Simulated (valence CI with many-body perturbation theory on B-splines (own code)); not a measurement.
# Eu⁵⁶⁺: E2, E3, M1, M2 decay

Level of theory: configuration interaction combined with many-body perturbation theory (CI+MBPT): five valence electrons over a frozen Dirac-Fock core [He], a basis of 9 s, 9 p, 8 d, 6 f, 3 g, 1 h functions for each j, with the one-electron correlation potential Σ1 (screened to all orders), the two-electron term Σ2, the three-electron term Σ3, Breit, model QED; selected single and double excitations, second order for the rest (own B-spline code, finite nucleus).

No measured spectrum was set against this ion. As an estimate, large intervals hold to a few tenths of a per cent, small ones and those within an open d or f shell to about a per cent. Among the levels kept, up to 1200 cm⁻¹ of a level comes from second order outside the variational space, and about a tenth of that is noise between levels of different J, which matters for small intervals.

Lines 1 to 47 of 47 in falling wavelength, among levels below 7685.3 eV, chosen from the decays that carry over 1 % of a level's rate. Wavelengths and rates use the calculated energies. Electric multipoles are in the length gauge, E1 and E2 with the static RPA response of the core. S is in atomic units (e²a₀⁴ for E2 and M2, e²a₀⁶ for E3), for M1 in squared Bohr magnetons. Weak lines are less certain than strong ones. Lines between different terms over intervals too small for the method are left out, as are lines whose strength nearly cancels. The highest levels of a list are the least certain.

Levels are named by their leading jj configuration (3d3/2^4 stands for four electrons in 3d with j = 3/2), which in mixed levels can hold well under half, so a name can repeat and another be missing. Letters in brackets count levels of one name in rising energy.

```tsv
λ vac (Å)	Upper	Lower	Type	A (s⁻¹)	S (a.u.)
18.86	(2s^2 2p1/2 2p3/2^2) J=3/2	(2s^2 2p1/2^2 2p3/2) J=3/2	M1	2.76e+09	2.74e+00
18.81	(2s^2 2p3/2^3) J=3/2	(2s^2 2p1/2 2p3/2^2) J=1/2	M1	6.80e+08	6.71e-01
18.25	(2s^2 2p1/2 2p3/2^2) J=5/2	(2s^2 2p1/2^2 2p3/2) J=3/2	M1	4.63e+08	6.25e-01
18.25	(2s^2 2p1/2 2p3/2^2) J=5/2	(2s^2 2p1/2^2 2p3/2) J=3/2	E2	8.40e+06	9.10e-05
17.73	(2s^2 2p3/2^3) J=3/2	(2s^2 2p1/2 2p3/2^2) J=5/2	M1	8.02e+08	6.63e-01
17.23	(2s^2 2p1/2 2p3/2^2) J=1/2	(2s^2 2p1/2^2 2p3/2) J=3/2	M1	1.64e+09	6.21e-01
17.19	(2s^2 2p3/2^3) J=3/2	(2s^2 2p1/2 2p3/2^2) J=3/2	M1	3.23e+09	2.43e+00
2.142	(2s^2 2p1/2 2p3/2 3d5/2) J=9/2	(2s 2p1/2 2p3/2^3) J=5/2	E2	7.10e+08	2.86e-07
1.948	(2s^2 2p1/2 2p3/2 3p1/2) J=3/2 [a]	(2s^2 2p1/2 2p3/2^2) J=1/2	E2	1.03e+11	1.03e-05
1.944	(2s^2 2p1/2 2p3/2 3p1/2) J=5/2	(2s^2 2p1/2 2p3/2^2) J=1/2	E2	1.89e+11	2.82e-05
1.938	(2s^2 2p1/2 2p3/2 3p1/2) J=1/2	(2s^2 2p1/2 2p3/2^2) J=5/2	E2	2.13e+11	1.04e-05
1.934	(2s^2 2p1/2 2p3/2 3p1/2) J=3/2 [b]	(2s^2 2p1/2 2p3/2^2) J=1/2	E2	8.34e+10	8.07e-06
1.934	(2s^2 2p1/2^2 3p1/2) J=1/2	(2s^2 2p1/2^2 2p3/2) J=3/2	E2	1.00e+12	4.85e-05
1.932	(2s^2 2p1/2 2p3/2 3p1/2) J=5/2	(2s^2 2p1/2 2p3/2^2) J=5/2	E2	5.72e+11	8.24e-05
1.931	(2s^2 2p1/2 2p3/2 3p1/2) J=1/2	(2s^2 2p1/2 2p3/2^2) J=3/2	E2	3.18e+11	1.53e-05
1.931	(2s^2 2p1/2 2p3/2 3p1/2) J=1/2	(2s^2 2p1/2 2p3/2^2) J=3/2	M1	8.06e+09	4.30e-03
1.929	(2s^2 2p1/2 2p3/2 3p1/2) J=3/2 [a]	(2s^2 2p1/2 2p3/2^2) J=3/2	E2	6.22e+11	5.94e-05
1.925	(2s^2 2p1/2 2p3/2 3p1/2) J=5/2	(2s^2 2p1/2 2p3/2^2) J=3/2	E2	1.42e+11	2.01e-05
1.922	(2s^2 2p1/2 2p3/2 3p1/2) J=3/2 [b]	(2s^2 2p1/2 2p3/2^2) J=5/2	E2	5.63e+11	5.28e-05
1.916	(2s^2 2p1/2 2p3/2 3p1/2) J=3/2 [b]	(2s^2 2p1/2 2p3/2^2) J=3/2	E2	3.32e+10	3.06e-06
1.887	(2s^2 2p1/2 2p3/2 3p3/2) J=3/2 [a]	(2s^2 2p1/2 2p3/2^2) J=1/2	E2	2.71e+10	2.32e-06
1.882	(2s 2p1/2^2 2p3/2 3p3/2) J=7/2	(2s 2p1/2^2 2p3/2^2) J=5/2	E2	3.22e+11	5.43e-05
1.879	(2s 2p1/2^2 2p3/2 3p3/2) J=1/2 [b]	(2s 2p1/2^2 2p3/2^2) J=3/2	E2	5.77e+11	2.41e-05
1.879	(2s^2 2p1/2 2p3/2 3p3/2) J=5/2 [b]	(2s^2 2p1/2 2p3/2^2) J=1/2	E2	1.99e+11	2.49e-05
1.877	(2s^2 2p1/2 2p3/2 3p3/2) J=5/2 [a]	(2s^2 2p1/2 2p3/2^2) J=5/2	E2	7.63e+10	9.53e-06
1.876	(2s^2 2p1/2 2p3/2 3p3/2) J=3/2 [a]	(2s^2 2p1/2 2p3/2^2) J=5/2	E2	2.24e+11	1.86e-05
1.874	(2s^2 2p1/2 2p3/2 3p3/2) J=7/2	(2s^2 2p1/2 2p3/2^2) J=5/2	E2	3.46e+11	5.72e-05
1.873	(2s^2 2p1/2^2 3p3/2) J=3/2	(2s^2 2p1/2^2 2p3/2) J=3/2	E2	5.01e+11	4.12e-05
1.872	(2s^2 2p1/2 2p3/2 3p3/2) J=1/2 [a]	(2s^2 2p1/2 2p3/2^2) J=3/2	E2	2.49e+11	1.02e-05
1.871	(2s^2 2p1/2 2p3/2 3p3/2) J=5/2 [a]	(2s^2 2p1/2 2p3/2^2) J=3/2	E2	2.67e+11	3.28e-05
1.870	(2s^2 2p1/2 2p3/2 3p3/2) J=3/2 [a]	(2s^2 2p1/2 2p3/2^2) J=3/2	E2	1.14e+11	9.31e-06
1.868	(2s^2 2p1/2 2p3/2 3p3/2) J=7/2	(2s^2 2p1/2 2p3/2^2) J=3/2	E2	3.97e+10	6.45e-06
1.861	(2s^2 2p1/2 2p3/2 3p3/2) J=1/2 [b]	(2s^2 2p1/2 2p3/2^2) J=5/2	E2	6.12e+11	2.44e-05
1.854	(2s 2p1/2^2 2p3/2 3p3/2) J=1/2 [b]	(2s 2p1/2^2 2p3/2^2) J=5/2	E2	1.84e+11	7.21e-06
1.845	(2s 2p1/2^2 2p3/2 3d5/2) J=9/2	(2s 2p1/2^2 2p3/2^2) J=5/2	M2	1.94e+10	3.69e-06
1.845	(2s 2p1/2^2 2p3/2 3d5/2) J=9/2	(2s 2p1/2^2 2p3/2^2) J=5/2	E3	1.12e+09	2.58e-06
1.836	(2s^2 2p1/2 2p3/2 3d5/2) J=9/2	(2s^2 2p1/2 2p3/2^2) J=5/2	M2	1.91e+10	3.55e-06
1.836	(2s^2 2p1/2 2p3/2 3d5/2) J=9/2	(2s^2 2p1/2 2p3/2^2) J=5/2	E3	1.19e+09	2.65e-06
1.779	(2s 2p1/2^2 2p3/2 3d5/2) J=9/2	(2s^2 2p1/2 2p3/2^2) J=5/2	E2	1.67e+09	2.66e-07
1.703	(2s^2 2p1/2 2p3/2 3p3/2) J=1/2 [a]	(2s^2 2p1/2^2 2p3/2) J=3/2	E2	1.57e+11	4.02e-06
1.702	(2s^2 2p1/2 2p3/2 3p3/2) J=5/2 [a]	(2s^2 2p1/2^2 2p3/2) J=3/2	E2	1.37e+11	1.05e-05
1.701	(2s^2 2p1/2 2p3/2 3p3/2) J=3/2 [a]	(2s^2 2p1/2^2 2p3/2) J=3/2	E2	4.43e+11	2.25e-05
1.699	(2s^2 2p1/2 2p3/2 3p3/2) J=7/2	(2s^2 2p1/2^2 2p3/2) J=3/2	E2	4.82e+11	4.88e-05
1.694	(2s^2 2p1/2 2p3/2 3p3/2) J=5/2 [b]	(2s^2 2p1/2^2 2p3/2) J=3/2	E2	3.43e+11	2.56e-05
1.668	(2s^2 2p1/2 2p3/2 3d5/2) J=9/2	(2s^2 2p1/2^2 2p3/2) J=3/2	E3	2.43e+09	2.78e-06
1.631	(2s 2p1/2^2 2p3/2 3d3/2) J=5/2 [a]	(2s^2 2p1/2^2 2p3/2) J=3/2	E2	9.95e+11	6.15e-05
1.630	(2s 2p1/2^2 2p3/2 3d3/2) J=7/2	(2s^2 2p1/2^2 2p3/2) J=3/2	E2	1.37e+12	1.12e-04
```
